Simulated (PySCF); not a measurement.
A structure optimised at B3LYP-D3(BJ)/def2-SVP, used in a PySCF frequency run:

```xyz
13

C     -1.6509    -1.0684     0.5241
C     -0.5747     0.0004     0.6921
C     -0.6764     1.2627    -0.2008
O      0.6183     1.0601    -0.8385
B      0.8029    -0.0911    -0.1146
O      1.8812    -0.8990    -0.2190
H     -1.3823    -1.9942     1.0590
H     -1.7935    -1.3337    -0.5367
H     -2.6276    -0.7372     0.9162
H     -0.4488     0.2629     1.7560
H     -0.7013     2.2295     0.3276
H     -1.4852     1.2325    -0.9500
H      1.8406    -1.6624     0.3682
```

Task: Write its SMILES and formula.

Result: C[C@@H]1COB1O, C3H7BO2

Task: What are its rotational constants (standard atomic weights)?

Result: 5.1068, 3.3822, 2.2310 GHz
